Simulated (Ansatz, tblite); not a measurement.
Cost and result up the ladder for the cluster Te₅Pb₄ (the lowest singlet isomer of a short search) (9 atoms). The state is a singlet with charge 0. Geometry: PBE-D4/def2-SVP.

```xyz
9

Pb   -1.692   -2.102    0.480
Pb   -1.312    1.808    1.474
Pb   -0.703    0.391   -2.553
Pb    2.351   -1.441    0.865
Te    3.114    1.284    0.023
Te   -3.077    0.406   -0.608
Te    0.612   -2.103   -1.538
Te   -0.018   -0.652    2.596
Te    0.725    2.409   -0.738
```

Ansatz on 4 threads of Intel Xeon on a shared host; xTB runs through tblite on one thread. Times are rough, summed over both states, and most runs start from the orbitals of an earlier one. PBE0-D4/def2-SVP serves as the yardstick here, not as an exact answer. The other state is a triplet.

In the def2 sets Pb, Te take a core potential; there is no spin–orbit coupling. The xTB rows come from tblite. The structure comes from a short search, and lower isomers may exist.

xTB has no spin-polarisation term.

```csv
level,functions,vertical triplet (eV),difference from PBE0-D4/def2-SVP (eV)
PBE0-D4/def2-SVP,234,1.78,0.00
GFN1-xTB,61,2.48,0.70
r2SCAN-D4/def2-SVP (with forces),234,1.69,-0.10
GFN2-xTB,61,2.97,1.19
PBE-D4/def2-SVP,234,1.63,-0.15
```

Estimate how long each takes.

GFN1-xTB 0.057 s; GFN2-xTB 0.11 s; PBE-D4/def2-SVP 31 s; r2SCAN-D4/def2-SVP (with forces) 64 s; PBE0-D4/def2-SVP 79 s. On shared hardware such times vary by a factor of up to 3.
